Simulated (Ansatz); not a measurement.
Molecule: disulfane, H2S2, charge 0, multiplicity 1. SMILES: SS
Structure (B3LYP-D3(BJ)/def2-TZVP (Ansatz, a quantum-chemistry and plane-wave program) minimum search):
```
S
H 1 1.3476
S 1 2.0719 2 98.52
H 3 1.3476 1 98.52 2 -90.39
```

Quantity: vertical ionisation energy (to the doublet state of charge +1; each state is the SCF solution reached for its spin), in eV. Valence correlation only, unless marked. UHF or UKS for open shells. No spin-orbit coupling. Non-relativistic. Basis-set limits of correlation are two-point, X^-3; Hartree-Fock from the larger set. The bracket is a focal-point correction in the basis named.

RI-MP2/CBS(aug-cc-pV(T+d)Z,aug-cc-pV(Q+d)Z)+[CCSD(T)-MP2]/aug-cc-pV(T+d)Z (Ansatz) gives 10.18 eV.

Problem. Another calculation gave 9.89 eV. Which level was it?
A) CAM-B3LYP/def2-TZVPD (Ansatz)
B) r2SCAN/def2-TZVPD (Ansatz)
C) PBE/def2-TZVPD (Ansatz)

Solution. B, r2SCAN/def2-TZVPD (Ansatz). The others give 10.06 (CAM-B3LYP), 9.76 (PBE) eV.
